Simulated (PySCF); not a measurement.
# input.py for CBr⁺

Input:

```python
from pyscf import gto, scf

mol = gto.M(
    atom='C 0 0 0; Br 0 0 2.214',
    basis='sbkjc',
    ecp={'C': 'sbkjc', 'Br': 'sbkjc'},
    charge=1,
    spin=0,
    symmetry=True,
    verbose=3,
)
mf = scf.RHF(mol)
mf.kernel()
mf.nuc_grad_method().kernel()
mf.dip_moment()
print('orbital energies (hartree):', mf.mo_energy[..., max(0, mol.nelec[1]-3):mol.nelec[0]+3].round(4))
```

```bash
$ OMP_NUM_THREADS=1 python input.py
```

It prints:

```
converged SCF energy = -18.0454065719763
--------------- SymAdaptedRHF gradients ---------------
         x                y                z
0 C     0.0000000000     0.0000000000    -0.0885752501
1 Br     0.0000000000     0.0000000000     0.0885752501
----------------------------------------------

WARN: System has nonzero charge 1; the dipole moment is origin-dependent.
Location of origin: [0. 0. 0.]

Dipole moment(X, Y, Z, Debye):  0.00000,  0.00000,  4.51629
orbital energies (hartree): [-0.7566 -0.7119 -0.7119 -0.3173 -0.3173 -0.2693]
```

In short: E(SCF) = -18.045407 Eh, gradient on the second atom 0.0886 Eh/bohr.

It ran on Arm Neoverse V1 (1 thread, shared host) in 1.1 s.

Stability towards an unrestricted solution was not tested. The bond length is a typed value, not an optimised one. The dipole of an ion depends on the origin.
